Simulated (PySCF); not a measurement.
Molecule: `[C@H]1(OC)C=C1C#N`, C5H5NO.

Geometry (Å), atoms numbered from 1 in this order:
```xyz
12

C    -1.601   -0.963    0.059
O    -1.095    0.089    0.854
C    -0.156    0.872    0.198
C     0.969    1.436    0.975
C     1.305    0.443    0.181
C     2.198   -0.458   -0.346
N     2.902   -1.237   -0.815
H    -2.065   -0.575   -0.855
H    -2.350   -1.470    0.662
H    -0.809   -1.668   -0.215
H    -0.554    1.394   -0.675
H     1.258    2.137    1.718
```

Frames of a GFN2-xTB Langevin trajectory at 600 K; GIAO PBE0/pcSseg-1 shieldings in PySCF, gas phase, non-relativistic; equivalent atoms averaged within each frame.

Shifts are taken against calculated references (same method and geometry level): TMS for 13C (σref 186.93), 1H (σref 31.72); 17O (σref 336.08) against H2O; NH3 for 15N (σref 267.73). The references are static minima.

Problem. How do the shifts (ppm) fluctuate along the trajectory?

Solution. 
| time (fs) | C5 | C4 | C6 | C3 | C1 | O2 | N7 | H12 | H8/H9/H10 | H11 |
| --- | --- | --- | --- | --- | --- | --- | --- | --- | --- | --- |
| optimised geometry | 122.1 | 140.1 | 115.5 | 60.2 | 58.6 | 63.4 | 364.1 | 8.01 | 3.62 | 4.02 |
| 250 | 146.4 | 142.1 | 113.8 | 68.3 | 56.2 | 68.7 | 368.2 | 7.80 | 4.28 | 3.76 |
| 425 | 145.9 | 138.9 | 117.3 | 73.3 | 65.6 | 84.5 | 375.5 | 8.81 | 4.31 | 4.07 |
| 625 | 120.9 | 146.7 | 116.4 | 60.8 | 59.2 | 82.0 | 367.7 | 9.16 | 3.75 | 5.10 |
| 800 | 124.8 | 163.5 | 113.4 | 61.7 | 56.2 | 62.3 | 345.0 | 9.81 | 2.97 | 4.36 |
| 1000 | 113.8 | 161.9 | 122.6 | 57.7 | 65.5 | 63.4 | 368.9 | 10.17 | 4.61 | 4.73 |
| mean of frames | 130.4 | 150.6 | 116.7 | 64.3 | 60.5 | 72.2 | 365.1 | 9.15 | 3.98 | 4.40 |
| standard deviation | 15.0 | 11.4 | 3.7 | 6.3 | 4.7 | 10.4 | 11.6 | 0.92 | 0.64 | 0.53 |

5 frames give an uncertainty of the mean of about the standard deviation over 2.2 at best, since frames this close in time may not be independent; classical motion lacks zero-point vibration, and the reference would need the same averaging.
